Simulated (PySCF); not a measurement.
A mixed set of molecules. Level of theory: PySCF, TDDFT PBE0/def2-SVPD, vertical, gas phase, core orbitals frozen in the response. Geometries: GFN2-xTB; one conformer of each isolated species. Triplets are in the Tamm–Dancoff approximation.

**Question.** Rank by computed lowest triplet energy, highest first.
A. `C#C/C(C#N)=C(/F)C#N`
B. `CCN(C)CC`
C. `FCOC(=C)C(=C(F)F)F`
D. `O=CN[C@@H]1CC[C@H]1F`
E. `F[C@H]1[C@@]2([C@](O2)(F)C[C@H]1F)F`
F. `C=C(F)NC(=O)CC`
G. `COCC=O`
H. `NCC(C)(C)C`

**Answer.** E (7.21 eV), H (5.91 eV), B (5.65 eV), D (5.25 eV), F (4.10 eV), G (3.48 eV), C (3.35 eV), A (2.50 eV).

```
                            SMILES  T1 (eV)  f (S1)  LUMO (eV)  gap (eV)  α (au)      S1 mainly
F[C@@H]1C[C@]2(F)O[C@]2(F)[C@@H]1F     7.21   0.011       0.18      8.83    59.5      H→L (88%)
                        CC(C)(C)CN     5.91   0.007       0.62      7.46    71.4      H→L (87%)
                          CCN(C)CC     5.65   0.017       0.85      6.93    73.5      H→L (97%)
              O=CN[C@@H]1CC[C@H]1F     5.25   0.001       0.27      7.93    70.1  H-1→L+1 (91%)
                    C=C(F)NC(=O)CC     4.10   0.001      -0.36      6.55    73.9    H-1→L (96%)
                            COCC=O     3.48   0.000      -1.15      6.30    45.5      H→L (92%)
                C=C(OCF)C(F)=C(F)F     3.35   0.520      -1.10      6.03    72.4      H→L (96%)
               C#C/C(C#N)=C(/F)C#N     2.50   0.000      -3.59      4.82    82.5    H-1→L (99%)
```

H and L stand for HOMO and LUMO.

Without π bonds the low states may be Rydberg-like; a valence basis with one diffuse set may place them up to an eV too high.
